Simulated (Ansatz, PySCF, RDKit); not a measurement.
Tautomers of CC(N)=S. All species are isolated molecules in the gas phase. One relaxed conformer stands for each flexible species; it need not be the lowest. Strings in code marks are SMILES.

Quantity: electronic energy of isomers of C2H5NS relative to `CC(N)=S`, in kcal/mol. Force-field values (RDKit) are differences of steric energies, which aren't made for comparing isomers with other bonds.

Level 1: frozen-core CCSD(T)/cc-pVTZ // r2SCAN-D4/def2-TZVP (Ansatz, an electronic-structure program)
Level 2: r2SCAN-D4/def2-TZVP (PySCF)
Level 3: HF/cc-pVTZ // r2SCAN-D4/def2-TZVP (Ansatz)
Level 4: UFF, relaxed from the DFT geometry (RDKit)

```json
[
 {"species": "`[H]/N=C(/C)S` (N–C–S–H torsion 180°)", "level 2": "11.3", "level 3": "11.4", "level 4": "-1.20"},
 {"species": "`C=C(N)S`", "level 2": "18.6", "level 3": "18.6", "level 4": "-0.79"}
]
```

Q: What does level 1 give for each?

A: 
- `[H]/N=C(/C)S` (N–C–S–H torsion 180°): 9.44
- `C=C(N)S`: 17.1
